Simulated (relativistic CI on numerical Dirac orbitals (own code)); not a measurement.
**Hf59+: q coefficients and field-shift factors**

Computed by Dirac-Coulomb-Breit CI, separate exchange-only KLI orbitals for each configuration, derivatives by finite differences, unscaled Slater integrals, QED left out (own radial code, finite nucleus).

CI space (outside the closed core [Ne]): 3s2.3p, 3s2.3d, 3s.3p2, 3p3, 3s.3p.3d, 3p.3d2, 3s.3d2, 3p2.3d. Levels of other configurations are missing.

With x = (α/α₀)² − 1 an excitation energy changes as ω = ω₀ + qx; K = 2q/ω₀ is the relative enhancement. Terms are leading LS components, so labels can repeat. The field-shift factor is F = δν/δ⟨r²⟩ for the transition from the lowest level.

Lowest level 3s2.3p 2P°_1/2.

| Level | ω₀ (cm⁻¹) | q (cm⁻¹) | F (GHz/fm²) |
| --- | --- | --- | --- |
| 3s.3p2 4P_1/2 | 1327874 | 326900 | -6090 |
| 3s2.3p 2P°_3/2 | 2571657 | 3.109e+06 | -440 |
| 3s.3p2 4P_3/2 | 3660443 | 3.391e+06 | -6390 |
| 3s.3p2 2D_5/2 | 3803742 | 3.406e+06 | -6340 |
| 3s.3p2 2D_3/2 | 3968001 | 3.368e+06 | -5290 |
| 3s.3p2 2P_1/2 | 4054686 | 3.411e+06 | -6510 |
| 3s2.3d 2D_3/2 | 4413017 | 3.269e+06 | -1690 |
| 3s2.3d 2D_5/2 | 4917471 | 3.818e+06 | -575 |
| 3s.3p.3d 4F°_3/2 | 5263348 | 3.586e+06 | -9370 |
| 3s.3p.3d 4F°_3/2 | 5363889 | 3.568e+06 | -8610 |
| 3s.3p.3d 4F°_5/2 | 5453048 | 3.494e+06 | -6450 |
| 3s.3p.3d 4D°_1/2 | 5664231 | 3.529e+06 | -6420 |
| 3s.3p.3d 4D°_3/2 | 5715393 | 3.588e+06 | -7010 |

At this charge energies of transitions that change n are usually good to better than 1 %, and those within a shell (Δn = 0) to a few per cent.

Q: Which transition from the lowest level has the largest |K|?

A: 3s2.3p 2P°_3/2 at 2571657 cm⁻¹, K = 2.42.
